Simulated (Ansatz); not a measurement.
# One arrangement of a pair

The pair of SiH$_{3}$F (SMILES [SiH3]F, atoms 1–5) and WF$_{6}$ (SMILES F[W](F)(F)(F)(F)F, atoms 6–12), both closed shells, in one local arrangement (a lower one may exist), relaxed at PBE0-D4/def2-TZVP:

Si1  (-0.361, -0.221, -2.694)
F2  (0.081, -1.235, -1.533)
H3  (0.552, 0.945, -2.665)
H4  (-1.758, 0.197, -2.440)
H5  (-0.255, -0.936, -3.988)
F6  (1.136, 1.716, 2.341)
W7  (0.250, 0.171, 1.898)
F8  (1.716, -0.392, 0.958)
F9  (-0.412, 0.995, 0.394)
F10  (-1.208, 0.755, 2.847)
F11  (-0.650, -1.364, 1.473)
F12  (0.909, -0.632, 3.409)
(Å)

Program: Ansatz 0.2.0. Basis: def2-TZVPPD, with def2-QZVPPD for the basis limit. Cores are frozen in the correlated methods. Core potentials replace the inner electrons of the atoms past krypton. B3LYP uses VWN-RPA correlation. Extrapolation: Hartree–Fock as exp(−7.88 √X), correlation as X^−2.97. Interaction energies count from these two fragments, frozen as in the pair, with the counterpoise correction; negative means bound.

Question: What is the interaction energy by CCSD(T) at an estimated basis limit (MP2 extrapolated from triple and quadruple zeta, plus CCSD(T) − MP2 in triple zeta)? (Judge from chemistry; the value comes from the calculation.)

Answer: By the calculation: -8.0 kJ/mol. Hartree–Fock alone gives 0.2 kJ/mol at the basis limit, so without correlation the pair would not bind at this distance. It counts from the two fragments frozen as in the pair.

The same quantity by other methods in triple zeta, and each one's difference from that estimate:
```csv
method,E_int (kJ/mol),difference
PBE-D4,-8.2,-0.2
revPBE-D4,-7.5,0.5
BLYP-D4,-8.7,-0.6
r2SCAN-D4,-8.7,-0.6
B97M-V,-7.8,0.3
PBE0-D4,-8.1,-0.1
B3LYP-D4,-9.4,-1.4
HSE06-D4,-8.0,0.0
wB97X-V,-8.5,-0.4
wB97M-V,-8.1,0.0
B2PLYP,-2.9,5.2
HF,0.2,8.3
MP2,-6.1,1.9
CCSD,-5.9,2.1
CCSD(T),-7.2,0.8
```
Differences are method less estimate.

Question: Which atoms make the shortest contact between the fragments?

Answer: F2 and F9, 2.99 Å apart.

Basis-set superposition shift (counterpoise-corrected less uncorrected): CCSD(T) 4.1; MP2 3.9; HF 0.7; PBE0-D4 0.6; wB97M-V 0.6 kJ/mol.

T1 diagnostic: at most 0.022.

For scale, one of the runs: CCSD(T)/def2-TZVPPD, 438 basis functions (an equivalent command: `ansatz run in.yaml --threads 4 --backend cuda`). Time: 56 s of wall clock on 4 CPU threads and a share of one NVIDIA H100; the host was shared. Peak host memory: 0.92 GiB.
